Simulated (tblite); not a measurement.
C8H13NSi.
SMILES with atom numbers: `[CH3:1]/[N:2]=[CH:3]/[C:4]1=[CH:5][SiH2:6][C@H:7]2[CH2:8][C@@H:9]1[CH2:10]2` (hydrogens: H11, H12, H13 on C1; H14 on C3; H15 on C5; H16, H17 on Si6; H18 on C7; H19, H20 on C8; H21 on C9; H22, H23 on C10)

Computed geometry: GFN2-xTB, gas phase.

Problem. List the bond lengths, angles and torsions at this level.

Solution. 
| bond | length (Å) | order |
| --- | --- | --- |
| C1–N2 | 1.424 | single |
| N2=C3 | 1.263 | double |
| C3–C4 | 1.455 | single |
| C4=C5 | 1.344 | double |
| C5–Si6 | 1.877 | single |
| Si6–C7 | 1.900 | single |
| C7–C8, C7–C10 | 1.537 | single |
| C8–C9, C9–C10 | 1.540 | single |
| C4–C9 | 1.502 | single |
| C1–H11, C1–H12, C1–H13 | 1.094 | single |
| C3–H14 | 1.104 | single |
| C5–H15 | 1.080 | single |
| Si6–H16, Si6–H17 | 1.467 | single |
| C7–H18 | 1.089 | single |
| C8–H19, C10–H22 | 1.090 | single |
| C8–H20, C10–H23 | 1.090 | single |
| C9–H21 | 1.092 | single |

Bonds in one row agree within 0.01 Å and their mean is given. Orders are formal, as drawn. A selection of angles:
| angle | degrees |
| --- | --- |
| C1–N2–C3 | 120.4 |
| N2–C3–C4 | 122.2 |
| C3–C4–C5 | 121.8 |
| C3–C4–C9 | 117.6 |
| C5–C4–C9 | 120.6 |
| C4–C5–Si6 | 119.4 |
| C5–Si6–C7 | 97.9 |
| Si6–C7–C8 | 107.6 |
| C8–C7–C10 | 87.7 |
| C7–C8–C9 | 87.5 |
| C8–C9–C10 | 87.5 |
| C4–C9–C8 | 111.6 |

Dihedral angles: C1–N2–C3–C4 179° (antiperiplanar); N2–C3–C4–C5 -1° (synperiplanar); C3–C4–C5–Si6 -179° (antiperiplanar); C4–C5–Si6–C7 0° (synperiplanar); C5–Si6–C7–C8 -47° (synclinal); Si6–C7–C8–C9 84° (synclinal); C7–C8–C9–C10 23° (synperiplanar); C8–C9–C10–C7 -23° (synperiplanar); C3–C4–C9–C8 -133° (anticlinal); Si6–C7–C10–C9 -84° (synclinal).

The C–N distances run from 1.263 Å (N2=C3, drawn double) to 1.424 Å (C1–N2, drawn single), a spread of 0.161 Å. N2 (imine nitrogen) is bent (angle 120.4°). The 6-membered ring C4–C5–Si6–C7–C8–C9 has internal angles of 87.5° to 120.6° (sum 645°, against 720° for a flat polygon); it is puckered, 0.33 Å rms from its mean plane, widest ring torsion 89°. The 6-membered ring C4–C5–Si6–C7–C10–C9 has internal angles of 87.5° to 120.6°; it is puckered, 0.33 Å rms from its mean plane, widest ring torsion 89°. Of the pairs four or more bonds apart, N2···H15 is among the closest relative to their van der Waals radii: 2.49 Å, 91 % of the sum of Bondi's values. The 4-membered ring C7–C8–C9–C10 has internal angles of 87.5° to 87.7° (sum 350°, against 360° for a flat polygon); it is puckered, 0.16 Å rms from its mean plane, widest ring torsion 23°. Si6 (SiH2 silicon) is distorted tetrahedral (angles from 97.9° to 112.5°).

Point group: near Cs, missed by 0.10 Å at most; the miss may be what the optimiser left on a soft mode. Its GFN2-xTB frequencies are all real (lowest 55 cm⁻¹). The numbers are those of one conformer.
